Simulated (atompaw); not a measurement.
**Which change was made? (Dy, PAW (atompaw))**

```
Element                 : Dy (Z = 66)
Generator               : atompaw 4.2.0.5
Type                    : PAW
Functional              : LDA (PW92)
Relativity              : scalar-relativistic
Frozen core             : [Xe]
Valence charge          : 12
Reference configuration : 4f10 5d0 6s0 6p0 (charge +2)
Partial waves           : 6s (bound, empty): rc 3.00 bohr; 6s channel at -0.6 Ry: rc 3.00 bohr; 6p (bound, empty): rc 3.00 bohr; 6p channel at 0.7 Ry: rc 3.00 bohr; 5d (bound, empty): rc 3.00 bohr; 5d channel at 0.1 Ry: rc 3.00 bohr; 4f (bound): rc 0.90 bohr; 4f channel at 0.25 Ry: rc 0.90 bohr
Local potential         : bessel scheme, radius 2.25 bohr
Core correction         : smooth core density matched at 1.65 bohr
Augmentation charge     : besselshape compensation charge, radius 2.70 bohr; PAW radius 3.00 bohr; waves and projectors: custom polynom gramschmidtortho
```

Cutoffs, loose and tight: the cutoffs (Ry, on a coarse ladder) from which the occupation-weighted sum of valence levels, in a spherical-Bessel basis at the reference potential, stays within 10 and 1 mRy of its value at 400 Ry. They see the waves, projectors and local potential, not the compensation charge or the core.

The base gives: outcome: generated; cutoff, loose: 260 Ry; cutoff, tight: over 300 Ry; bound ghosts: s, p.

Q: After one change the result is: outcome: generated; cutoff, loose: 260 Ry; cutoff, tight: over 300 Ry; bound ghosts: s. Which change was it?
A. wave 4f (bound): rc 0.90 bohr becomes 4f (bound): rc 2.68 bohr
B. wave 6p channel at 0.7 Ry: rc 3.00 bohr becomes 6p channel at 10.27 Ry: rc 3.00 bohr
C. core [Kr] 4d10, valence charge 20; reference 4f9 5s2 5p6 5d0 6s0 6p0; waves now 5s (bound): rc 2.30 bohr; 6s (bound): rc 2.30 bohr; 5p (bound): rc 2.50 bohr; 6p (bound): rc 3.00 bohr; 5d (bound): rc 2.55 bohr; 5d channel at -1.2 Ry: rc 2.55 bohr; 4f (bound): rc 1.05 bohr; 4f channel at -2.25 Ry: rc 1.05 bohr; local potential bessel scheme, radius 2.15 bohr; core correction smooth core density matched at 2.15 bohr; augmentation besselshape compensation charge, radius 2.45 bohr; PAW radius 3.00 bohr; waves and projectors: custom polynom gramschmidtortho

A: B. The others give: wave 4f (bound): rc 0.90 bohr becomes 4f (bound): rc 2.68 bohr → outcome: generated; cutoff, loose: 15 Ry; cutoff, tight: 30 Ry; bound ghosts: s, p | core [Kr] 4d10, valence charge 20; reference 4f9 5s2 5p6 5d0 6s0 6p0; waves now 5s (bound): rc 2.30 bohr; 6s (bound): rc 2.30 bohr; 5p (bound): rc 2.50 bohr; 6p (bound): rc 3.00 bohr; 5d (bound): rc 2.55 bohr; 5d channel at -1.2 Ry: rc 2.55 bohr; 4f (bound): rc 1.05 bohr; 4f channel at -2.25 Ry: rc 1.05 bohr; local potential bessel scheme, radius 2.15 bohr; core correction smooth core density matched at 2.15 bohr; augmentation besselshape compensation charge, radius 2.45 bohr; PAW radius 3.00 bohr; waves and projectors: custom polynom gramschmidtortho → outcome: generated; cutoff, loose: 200 Ry; cutoff, tight: 300 Ry; bound ghosts: none.
